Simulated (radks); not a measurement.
The numbers below are computed, except where a source is named.
Problem. The mean radii <r> (bohr) of the occupied orbitals of an atom or ion are listed with their occupations. Code: a radial shooting solver on a logarithmic mesh with Libxc functionals. Model: Dirac Kohn-Sham, PBE, spin-unpolarised, spherical densities, finite nucleus; Fermi nuclear charge, rms radius of each element as measured or else 0.836 A^(1/3) + 0.57 fm.

| orbital | occ. | <r> |
|---|---|---|
| 1s1/2 | 2 | 0.05619 |
| 2s1/2 | 2 | 0.2552 |
| 2p1/2 | 2 | 0.2228 |
| 2p3/2 | 4 | 0.2259 |
| 3s1/2 | 2 | 0.7778 |
| 3p1/2 | 2 | 0.8169 |
| 3p3/2 | 4 | 0.8271 |
| 3d3/2 | 3.2 | 1.134 |
| 3d5/2 | 4.8 | 1.143 |

Name the element and its charge. Open shells, if any, are shared by 2j + 1.

Solution. Z = 27, cobalt, charge +1: Co+ in [Ar] 3d8. The 1s radius gives Z: for a bare nucleus <r> = (2 gamma + 1)/(2Z) with gamma = sqrt(1 - (Z/c)^2), 0.05483 bohr for Z = 27, and screening makes it slightly larger (0.05619 here). The occupations add up to 26, and the charge is Z minus that.
